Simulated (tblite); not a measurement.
C4H9PSi.
SMILES with atom numbers: `[CH2:1]=[CH:2][Si:3]1([PH2:4])[CH2:5][CH2:6]1` (hydrogens: H7, H8 on C1; H9 on C2; H10, H11 on P4; H12, H13 on C5; H14, H15 on C6)

Computed with GFN2-xTB (tblite), gas phase: Langevin dynamics at 600 K from the optimised GFN2-xTB geometry, time step 0.5 fs, friction 0.01 fs⁻¹, 2000 steps.

Start geometry:
```
atom  x, y, z in Å
C1      2.369   -0.441    0.828
C2      1.767    0.259   -0.119
Si3    -0.094    0.370   -0.352
P4     -0.642    1.887   -1.908
C5     -1.239    0.000    1.112
C6     -1.174   -1.131    0.075
H7      1.809   -1.010    1.551
H8      3.442   -0.476    0.927
H9      2.368    0.820   -0.825
H10    -1.992    1.872   -1.611
H11    -0.805    0.966   -2.928
H12    -2.194    0.497    1.209
H13    -0.816   -0.229    2.079
H14    -2.089   -1.324   -0.469
H15    -0.715   -2.050    0.410
```

The statistics below take the 31 frames saved every 25 fs from 250 to 1000 fs; their kinetic temperature (all 3N coordinates) averages 566 K.

**Question.** How do the bond lengths spread?

**Answer.** 
| bond | start (Å) | mean (Å) | standard deviation (Å) | shortest (Å) | longest (Å) |
| --- | --- | --- | --- | --- | --- |
| C1=C2 | 1.323 | 1.326 | 0.024 | 1.263 | 1.391 |
| C2–Si3 | 1.878 | 1.903 | 0.052 | 1.814 | 2.004 |
| Si3–P4 | 2.241 | 2.267 | 0.061 | 2.161 | 2.365 |
| Si3–C5 | 1.895 | 1.904 | 0.063 | 1.805 | 2.060 |
| C5–C6 | 1.536 | 1.548 | 0.049 | 1.432 | 1.651 |
| Si3–C6 | 1.898 | 1.909 | 0.036 | 1.845 | 1.987 |
| C1–H7 | 1.077 | 1.082 | 0.034 | 1.024 | 1.177 |
| C1–H8 | 1.079 | 1.087 | 0.042 | 0.989 | 1.175 |
| C2–H9 | 1.083 | 1.101 | 0.048 | 1.028 | 1.174 |
| P4–H10 | 1.383 | 1.402 | 0.044 | 1.332 | 1.502 |
| P4–H11 | 1.384 | 1.391 | 0.039 | 1.294 | 1.484 |
| C5–H12 | 1.081 | 1.084 | 0.040 | 1.014 | 1.195 |
| C5–H13 | 1.080 | 1.086 | 0.051 | 1.001 | 1.191 |
| C6–H14 | 1.081 | 1.091 | 0.036 | 1.026 | 1.150 |
| C6–H15 | 1.080 | 1.090 | 0.038 | 1.023 | 1.171 |

**Question.** Give the same statistics for bond angles, one of each kind among heavy atoms.

**Answer.** 
| angle | start (°) | mean (°) | standard deviation (°) | smallest (°) | largest (°) |
| --- | --- | --- | --- | --- | --- |
| C1–C2–Si3 | 124.8 | 126.0 | 7.6 | 113.0 | 148.3 |
| C2–Si3–P4 | 111.6 | 113.8 | 13.1 | 96.0 | 139.4 |
| C2–Si3–C5 | 119.5 | 118.0 | 9.0 | 106.4 | 136.0 |
| P4–Si3–C5 | 121.4 | 120.0 | 10.7 | 103.6 | 140.3 |
| P4–Si3–C6 | 123.5 | 120.8 | 9.1 | 103.9 | 133.7 |
| C5–Si3–C6 | 47.8 | 47.9 | 2.1 | 44.0 | 52.2 |
| Si3–C5–C6 | 66.2 | 66.2 | 1.9 | 61.6 | 70.5 |

**Question.** How far does each atom move about its mean position (frames aligned on the start, all atoms weighted alike), and what rms force does it feel?

**Answer.** 
```tsv
atom	rms displacement (Å)	rms force (eV/Å)
C1	0.29	2.47
C2	0.27	2.53
Si3	0.26	1.91
P4	0.55	1.46
C5	0.24	2.62
C6	0.26	2.29
H7	0.71	1.12
H8	0.40	1.48
H9	0.74	1.45
H10	1.24	0.90
H11	1.02	0.85
H12	0.34	1.39
H13	0.37	1.68
H14	0.41	1.19
H15	0.40	1.30
```

The displacements run from 0.24 to 1.24 Å, the largest at H10.

**Question.** Follow the torsion C1–C2–Si3–P4 through every second one of these frames.

**Answer.** 
| t (fs) | C1–C2–Si3–P4 (°) |
| --- | --- |
| 250 | 146 |
| 300 | 174 |
| 350 | -167 |
| 400 | -175 |
| 450 | -160 |
| 500 | -170 |
| 550 | 158 |
| 600 | 127 |
| 650 | 89 |
| 700 | 90 |
| 750 | 100 |
| 800 | 138 |
| 850 | 157 |
| 900 | 160 |
| 950 | 150 |
| 1000 | 116 |

Largest departure from the start value over all these frames: C1–C2–Si3–P4 84° (start 172°).

The run is classical and short, so these are rough statistics of one trajectory.

What follows is the cost of the whole dynamics run. Time: 23 s wall. Hardware: x86-64 server, one thread, no GPU, shared host.
